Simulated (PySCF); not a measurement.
**Phosphorus: a sound run and one with changed settings**

Sound run: P⁺ [Ne] 3s2 3p2, P²⁺ [Ne] 3s2 3p1. Calculation: PySCF 2.14, in x2c-SVPall; the spin-free X2C one-electron Hamiltonian (Gaussian nucleus). In the sound run the correlated levels freeze [Ne]. The sound run starts from symmetry-adapted Hartree-Fock orbitals and uses a fine grid where one is needed.

Changed run: all electrons correlated in a basis built for the valence shell.

| species | method | sound run (hartree) | changed run (hartree) | converged |
| --- | --- | --- | --- | --- |
| P⁺ | MP2 | -341.08769 | -341.09574 | yes |
| P⁺ | CCSD(T) | -341.10868 | -341.11645 | yes |
| P²⁺ | MP2 | -340.37261 | -340.38075 | yes |
| P²⁺ | CCSD(T) | -340.39270 | -340.40070 | yes |

Ionisation energy of P⁺:

```
 method  sound run (eV)  changed run (eV)
    UHF          19.176            19.176
    MP2          19.458            19.456
SCS-MP2          19.381            19.377
   CCSD          19.475            19.468
CCSD(T)          19.483            19.476
```

A valence basis has no tight correlating functions, so it recovers only part of the core correlation, and not evenly between atom and ion.

For comparison, NIST gives 19.769 eV between the lowest levels.
